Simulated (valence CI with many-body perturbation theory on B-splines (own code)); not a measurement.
# Ba²⁵⁺: electric-dipole lines

Computed by configuration interaction combined with many-body perturbation theory (CI+MBPT): three valence electrons over a frozen Dirac-Fock core [Ar] 3d10, a basis of 11 s, 11 p, 10 d, 8 f, 5 g, 2 h functions for each j, with the one-electron correlation potential Σ1 (screened to all orders), the two-electron term Σ2, the three-electron term Σ3, Breit, model QED; selected single and double excitations, second order for the rest, scaled by the run's own slope (own B-spline code, finite nucleus).

No measured levels were compared; by estimate levels hold to about 250 cm⁻¹ or 0.2 % of their energy and the worst to 1 %, as in measured heavy ions of charge 2 to 7; those with d or f electrons hold less well.

Lines 151 to 200 of 550 in falling wavelength, among levels below 3069.3 × 10³ cm⁻¹, chosen from the strongest by gf and those to the six lowest levels. Wavelengths and rates use the calculated energies, so an error of 2000 cm⁻¹ moves a line at 143.8 Å by 0.29 % and its rate by three times that or more. Electric multipoles are in the length gauge, E1 and E2 with the static RPA response of the core. Weak lines are less certain than strong ones. Lines between different terms over intervals too small for the method are left out, as are lines whose strength nearly cancels. Where a level lies close to another of its J and parity, the split of strength between their lines is uncertain. The highest levels of a list are the least certain.

Levels are named by their leading jj configuration (3d3/2^4 stands for four electrons in 3d with j = 3/2), which in mixed levels can hold well under half, so a name can repeat and another be missing. Letters in brackets count levels of one name in rising energy.

```tsv
λ vac (Å)	Upper	Lower	A (s⁻¹)	log gf	Branch %
143.8	(4p3/2^2 4f7/2) J=11/2	(4s 4p3/2 4f7/2) J=11/2	2.65e+10	-0.01	8.9
143.5	(4p1/2 4p3/2^2) J=5/2	(4s 4p1/2 4p3/2) J=3/2 [a]	2.97e+08	-2.26	0.7
142.9	(4p1/2 4p3/2 4d5/2) J=5/2 [a]	(4s 4p1/2 4d3/2) J=5/2	2.55e+10	-0.33	16.0
142.0	(4s 4p3/2 4f5/2) J=7/2 [c]	(4s^2 4f7/2) J=7/2	3.28e+10	-0.10	6.8
141.6	(4s 4p3/2 4f5/2) J=7/2 [c]	(4s^2 4f5/2) J=5/2	1.29e+11	0.49	26.7
140.4	(4s 4p1/2 4d3/2) J=3/2 [a]	(4s 4p1/2 4p3/2) J=5/2	2.19e+08	-2.59	1.2
140.3	(4p1/2 4d5/2^2) J=7/2	(4p1/2 4p3/2 4d5/2) J=5/2 [b]	2.32e+10	-0.26	19.4
139.7	(4s 4p3/2 4d5/2) J=3/2 [b]	(4s^2 4d3/2) J=3/2	4.61e+10	-0.27	14.9
139.6	(4s 4d3/2 4d5/2) J=9/2	(4s 4p3/2 4d5/2) J=7/2 [b]	2.61e+10	-0.12	17.2
139.5	(4s 4p3/2 4d5/2) J=3/2 [c]	(4s^2 4d3/2) J=3/2	6.03e+10	-0.15	15.8
139.1	(4s 4p3/2 4d5/2) J=3/2 [a]	(4s 4p3/2^2) J=3/2	2.79e+10	-0.49	9.8
138.0	(4p1/2 4p3/2 4d3/2) J=3/2 [a]	(4p1/2 4p3/2^2) J=5/2	2.64e+10	-0.52	25.0
137.6	(4s 4d3/2 4d5/2) J=5/2 [c]	(4s 4p3/2 4d5/2) J=3/2 [c]	2.31e+10	-0.40	6.7
137.1	(4s 4p1/2 4f7/2) J=9/2	(4s 4p3/2 4d5/2) J=9/2	2.06e+10	-0.24	15.2
137.1	(4p1/2 4p3/2 4f5/2) J=9/2	(4p3/2^2 4d3/2) J=7/2	1.99e+10	-0.25	9.4
137.0	(4p3/2 4d3/2 4d5/2) J=7/2 [c]	(4p3/2^2 4d5/2) J=5/2 [b]	3.08e+10	-0.16	6.9
136.4	(4s 4p1/2 4d5/2) J=5/2 [a]	(4s 4p1/2 4p3/2) J=3/2 [b]	2.00e+09	-1.47	1.2
135.9	(4p3/2 4d3/2 4d5/2) J=7/2 [c]	(4s 4p1/2 4f7/2) J=5/2	1.71e+10	-0.42	3.8
135.7	(4s 4p1/2 4d3/2) J=3/2 [b]	(4s 4p1/2 4p3/2) J=3/2 [b]	7.65e+09	-1.07	3.0
135.6	(4s 4d5/2^2) J=7/2	(4s 4p3/2 4d5/2) J=5/2 [b]	2.11e+10	-0.33	8.4
135.3	(4p1/2 4d3/2 4d5/2) J=9/2	(4p1/2 4p3/2 4d5/2) J=9/2	1.77e+10	-0.31	26.7
135.1	(4s 4p1/2 4d3/2) J=1/2	(4s 4p1/2 4p3/2) J=3/2 [b]	3.77e+08	-2.69	0.1
135.0	(4s 4p1/2 4d3/2) J=5/2	(4s 4p1/2 4p3/2) J=5/2	1.89e+10	-0.51	62.1
134.8	(4p1/2 4d5/2^2) J=9/2	(4p1/2 4p3/2 4d5/2) J=7/2 [b]	2.34e+10	-0.20	31.3
134.6	(4p3/2 4d5/2^2) J=9/2 [a]	(4s 4p1/2 4f7/2) J=9/2	1.28e+10	-0.46	4.6
133.8	(4s 4d3/2 4d5/2) J=7/2 [b]	(4s 4p3/2 4d3/2) J=5/2 [b]	6.10e+10	0.12	23.9
133.3	(4s 4p1/2 4d3/2) J=3/2 [a]	(4s 4p1/2 4p3/2) J=3/2 [a]	8.79e+09	-1.03	48.4
133.0	(4p3/2 4d5/2^2) J=11/2	(4p3/2^2 4d5/2) J=9/2	1.35e+10	-0.37	14.8
132.7	(4s 4d3/2 4d5/2) J=3/2 [b]	(4s 4p3/2 4d3/2) J=5/2 [b]	3.21e+10	-0.47	9.1
132.0	(4s 4d5/2^2) J=5/2	(4s 4p3/2 4d5/2) J=7/2 [b]	1.99e+10	-0.51	6.3
131.1	(4s 4p3/2 4f7/2) J=9/2 [a]	(4s 4p3/2 4d5/2) J=7/2 [b]	1.30e+10	-0.48	3.8
131.1	(4p1/2 4p3/2^2) J=1/2	(4s 4p1/2 4p3/2) J=3/2 [a]	1.39e+09	-2.14	1.3
129.6	(4s 4p3/2 4d3/2) J=7/2	(4s 4p3/2^2) J=5/2	1.92e+10	-0.41	8.0
128.8	(4p1/2 4d5/2^2) J=5/2	(4p1/2 4p3/2 4d3/2) J=3/2 [b]	2.10e+10	-0.50	8.0
128.6	(4p1/2 4d3/2 4d5/2) J=7/2 [b]	(4p1/2 4p3/2 4d3/2) J=5/2 [b]	2.31e+10	-0.34	7.3
128.5	(4p3/2 4d3/2 4d5/2) J=5/2 [b]	(4p3/2^2 4d3/2) J=3/2 [a]	1.93e+10	-0.54	6.0
128.5	(4p1/2^2 4d5/2) J=5/2	(4p1/2^2 4p3/2) J=3/2	3.48e+10	-0.29	42.3
128.5	(4p1/2 4d5/2^2) J=5/2	(4p1/2 4p3/2 4d5/2) J=7/2 [b]	2.78e+10	-0.38	10.7
128.4	(4s 4p1/2 4d3/2) J=5/2	(4s 4p1/2 4p3/2) J=3/2 [a]	7.42e+09	-0.96	24.3
128.3	(4p1/2 4d5/2^2) J=5/2	(4p1/2 4p3/2 4d3/2) J=5/2 [b]	2.07e+10	-0.51	7.9
128.0	(4p1/2 4d3/2 4d5/2) J=7/2 [a]	(4p1/2 4p3/2 4d3/2) J=5/2 [a]	2.74e+10	-0.27	32.6
127.9	(4p1/2 4d3/2 4d5/2) J=9/2	(4p1/2 4p3/2 4d3/2) J=7/2	2.73e+10	-0.18	41.1
127.8	(4p1/2 4d5/2^2) J=9/2	(4p1/2 4p3/2 4d5/2) J=9/2	1.93e+10	-0.33	25.9
127.3	(4p1/2 4d3/2 4d5/2) J=3/2 [b]	(4p1/2 4p3/2 4d3/2) J=1/2 [b]	2.91e+10	-0.55	9.5
127.3	(4p1/2 4p3/2 4d5/2) J=3/2 [a]	(4p1/2 4p3/2^2) J=3/2	4.56e+10	-0.35	28.0
127.0	(4p1/2 4p3/2 4d5/2) J=5/2 [a]	(4p1/2 4p3/2^2) J=3/2	2.21e+10	-0.49	13.9
126.8	(4s 4p1/2 4d5/2) J=3/2	(4s 4p1/2 4p3/2) J=1/2	9.84e+10	-0.02	39.8
126.5	(4s 4d3/2 4d5/2) J=3/2 [c]	(4s 4p3/2 4d5/2) J=5/2 [b]	5.35e+10	-0.29	12.7
126.4	(4s 4p3/2 4f7/2) J=7/2	(4s 4p3/2 4d5/2) J=7/2 [b]	3.21e+10	-0.21	10.8
126.4	(4p3/2^3) J=3/2	(4s 4p1/2 4p3/2) J=3/2 [b]	8.05e+09	-1.11	6.8
```

How does gf follow from A for the line at 135.6 Å?

gf = 1.4992 × (2J+1)_upper × A / σ², with σ = 737682 cm⁻¹ and 2J+1 = 8: gf = 0.464.
